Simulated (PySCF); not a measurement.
# Potential energy of EuB along the bond

Set-up: basis Eu x2c-SVPall, B x2c-SVPall; spin-free X2C with a Gaussian nucleus; PySCF 2.14. Energies in eV from Eu (4f7 6s2) + B in their ground configurations at the same level. State: 2S+1 = 11, about 7.0 electrons in the 4f shell (Mulliken).

All columns are r²SCAN0. A positive dipole means Eu(−)B(+).

| R (Å) | E (eV) | μ (D) | Mulliken charge on Eu (basis-dependent) | HOMO (eV) | LUMO (eV) | Mayer bond order | ⟨S²⟩ |
| --- | --- | --- | --- | --- | --- | --- | --- |
| 2.061 | -1.071 | -4.59 | 0.38 | -3.93 | -1.64 | 2.01 | 30.01 |
| 2.156 | -1.389 | -5.05 | 0.40 | -4.01 | -1.68 | 1.94 | 30.01 |
| 2.252 | -1.572 | -5.41 | 0.40 | -4.10 | -1.72 | 1.88 | 30.01 |
| 2.324 | -1.640 | -5.61 | 0.41 | -4.15 | -1.75 | 1.84 | 30.01 |
| 2.396 | -1.659 | -5.75 | 0.41 | -4.21 | -1.79 | 1.79 | 30.02 |
| 2.468 | -1.641 | -5.84 | 0.41 | -4.27 | -1.82 | 1.74 | 30.02 |
| 2.564 | -1.572 | -5.91 | 0.41 | -4.24 | -1.84 | 1.65 | 30.02 |
| 2.683 | -1.438 | -5.97 | 0.41 | -4.20 | -1.85 | 1.53 | 30.03 |
| 2.827 | -1.232 | -6.14 | 0.41 | -4.12 | -1.83 | 1.39 | 30.03 |
| 3.019 | -0.924 | -6.50 | 0.42 | -3.98 | -1.77 | 1.24 | 30.03 |

A fit through these points gives, at Re = 2.394 Å, μ = -5.75 D and dμ/dR = -1.62 D/Å; the reduced mass is 10.27 u.

Task: How strong is the fundamental in the double-harmonic approximation, I = 42.26·(dμ/dR)²/μred km/mol?

Result: I = 42.26·(-1.62)²/10.27 = 10.8 km/mol at r²SCAN0.

Spin–orbit coupling is left out, which matters for elements this heavy, above all for dissociation energies. With d or f electrons several states lie close, and the lowest PBE0 determinant need not be the measured ground state.
